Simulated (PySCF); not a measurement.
**Reproducing measurements on trimethylsilane**

**Measured values to compare with.**

From NIST CCCBDB Release 22 (SRD 101), experimental dipoles, for the gas: dipole moment (microwave Stark effect) 0.525 D.

The results are set against them at the end.

Species: trimethylsilane, C3H10Si.
SMILES with atom numbers: `[CH3:1][SiH:2]([CH3:3])[CH3:4]` (hydrogens: H5, H6, H7 on C1; H8 on Si2; H9, H10, H11 on C3; H12, H13, H14 on C4)

Geometry (PBE0-D3(BJ)/def2-TZVP, Å), atoms numbered from 1 in this order:
```
atom  x, y, z in Å
C1    -0.4187    1.6494   -0.5157
Si2   -0.0887    0.0909    0.4700
C3    -1.2281   -1.2883   -0.0858
C4     1.7019   -0.4272    0.2786
H5    -1.4553    1.9765   -0.4047
H6    -0.2318    1.4815   -1.5801
H7     0.2280    2.4669   -0.1872
H8    -0.3503    0.3742    1.9136
H9    -1.0940   -2.1808    0.5305
H10   -1.0255   -1.5650   -1.1243
H11   -2.2765   -0.9878   -0.0170
H12    1.9480   -0.5923   -0.7741
H13    2.3767    0.3416    0.6641
H14    1.9063   -1.3539    0.8200
```

Runs made with PySCF (gas phase, on this PBE0-D3(BJ)/def2-TZVP geometry; no spin–orbit coupling):

```csv
level,job,basis functions
"PBE0-D3(BJ)/def2-TZVP, grid level 2",geometry optimisation from a GFN2-xTB start shaken at random,190
B97-2/pcSseg-2,shieldings,291
KT3/pcSseg-2,shieldings,291
PBE0/pcSseg-2,"shieldings, charges and field gradients, density and orbital grids written",291
wB97X-D/pcSseg-2,shieldings,291
CAM-B3LYP/aug-cc-pVTZ,"10 singlets by full TDDFT, 4 Tamm–Dancoff triplets, polarisability",418
PBE0/aug-cc-pVTZ,"10 singlets by full TDDFT, 4 Tamm–Dancoff triplets, polarisability, dynamic polarisability, density and orbital grids written",418
wB97X-D/aug-cc-pVTZ,"10 singlets by full TDDFT, 4 Tamm–Dancoff triplets, polarisability, ΔSCF ions",418
```

Results beside the measurements:

**Dipole moment.** Measured: 0.525 D (NIST CCCBDB Release 22 (SRD 101), experimental dipoles).

```tsv
level	computed (D)	computed − measured (D)	% (from the printed values)
PBE0-D3(BJ)/def2-TZVP	0.598	+0.073	+14
B97-2/pcSseg-2	0.582	+0.057	+11
KT3/pcSseg-2	0.559	+0.034	+6
PBE0/pcSseg-2	0.584	+0.059	+11
wB97X-D/pcSseg-2	0.578	+0.053	+10
CAM-B3LYP/aug-cc-pVTZ	0.555	+0.030	+6
PBE0/aug-cc-pVTZ	0.585	+0.060	+11
wB97X-D/aug-cc-pVTZ	0.580	+0.055	+10
```

All 8 levels lie above the measurement. The computed dipoles belong to one fixed geometry; measured ones are averaged over vibrations unless marked μe. Magnitudes are compared, not signs.

No measured geometry was used, and the causes of the misses weren't examined.
